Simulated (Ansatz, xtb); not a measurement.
Relaxing a trial structure of F2GeH4Si

The starting geometry of this gas-phase singlet has its atoms placed at random.

```xyz
8

F    -1.6765   -0.3110    0.6006
F     0.0239   -0.2554    1.6226
Ge   -0.2806   -1.1785   -0.5006
Si    1.5598    0.4077    0.3852
H    -2.0650   -0.4459   -1.1110
H     0.4252    1.7296    0.4180
H     1.2212   -1.7985   -0.7249
H     0.6623    0.8274    1.9349
```

**Question.** Guess where an optimisation with r2SCAN-D4/def2-SVP ends from this start.

**Answer.** It ends as a structure with F2 bridging H8 and Si4, given below by its coordinates. Distances that change by over a tenth: F2–H8 (1.30 → 1.10 Å), Si4–H6 (1.74 → 1.53 Å), Si4–H8 (1.84 → 2.47 Å). Contacts that close: Ge3–H5 (2.02 → 1.55 Å).

The energy falls by 8.15 eV over 23 steps:

```
step  E − E(last) (eV)
   1             8.154
   3             4.807
   6             1.557
   8             0.997
  11             0.578
  13             0.227
  16             0.058
  18             0.008
  21             0.000
  23             0.000
```

Final geometry (Å):

```yaml
atoms:
  - { symbol: F, position_ang: [-1.0891, -0.6693, 1.1731] }
  - { symbol: F, position_ang: [0.7489, 0.3979, 1.9713] }
  - { symbol: Ge, position_ang: [-0.2084, -0.7347, -0.5334] }
  - { symbol: Si, position_ang: [1.5448, 0.8223, 0.2762] }
  - { symbol: H, position_ang: [-1.3870, -0.3964, -1.4735] }
  - { symbol: H, position_ang: [0.4938, 1.9198, 0.0645] }
  - { symbol: H, position_ang: [-0.0234, -2.2670, -0.6070] }
  - { symbol: H, position_ang: [-0.2093, -0.0974, 1.7536] }
```

From the same start GFN2-xTB ends elsewhere, at `F[SiH2][GeH2][F]`.

From so rough a start the end depends on the optimiser's path, so another program may land elsewhere. No frequencies were run, so the end isn't proven a minimum. Run with Ansatz 0.2.0, 2.1 min on 1 thread of AMD EPYC 7R43 64-Core Processor (Zen 3) (shared host).
